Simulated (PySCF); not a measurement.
BrHSeZn, SMILES [SeH][Zn][Br]. Atoms are numbered in the order given.

```xyz
4

Zn    -0.0081     0.0153     0.0000
Br     0.0038     2.2702     0.0000
Se    -0.0390    -2.2825     0.0000
H      1.4392    -2.3116     0.0000
```
Charge 0, spin multiplicity 1.

Geometry: B3LYP-D3(BJ)/def2-SVP. The structure was generated by enumeration; whether it is a known compound was not checked. Other conformers were not sampled.

The numbers are results of B3LYP/def2-TZVPD in PySCF, not measurements.

Mulliken values depend strongly on the basis, most of all with diffuse functions as here. Atomic charges (e):

| atom | Mulliken | IAO |
|---|---|---|
| Zn1 | 0.07 | 1.21 |
| Br2 | -0.10 | -0.67 |
| Se3 | -0.09 | -0.60 |
| H4 | 0.12 | 0.06 |
